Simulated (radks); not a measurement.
Task: Isoelectronic series with 2 electrons, each ion in its NIST ground configuration. All-electron calculation, Dirac Kohn-Sham, LDA (Slater exchange, Perdew-Wang correlation), spin-unpolarised, spherical densities, finite nucleus; Fermi nuclear charge, rms radius of each element as measured or else 0.836 A^(1/3) + 0.57 fm. Program: a radial shooting solver on a logarithmic mesh with Libxc functionals. Total energies (hartree) and orbital eigenvalues (eV):

| ion | configuration | E (hartree) | 1s1/2 |
|---|---|---|---|
| He | [He] | -2.83459 | -15.5179 |
| Li+ | [He] | -7.14295 | -59.5963 |
| Be2+ | [He] | -13.44656 | -130.8035 |
| C4+ | [He] | -32.05312 | -354.8003 |
| N5+ | [He] | -44.36097 | -507.6585 |
| O6+ | [He] | -58.67502 | -687.7991 |
| F7+ | [He] | -74.99788 | -895.2561 |

Estimate the row of B3+ ([He]).

Result: E (hartree) -21.74910; 1s1/2 -229.1926.
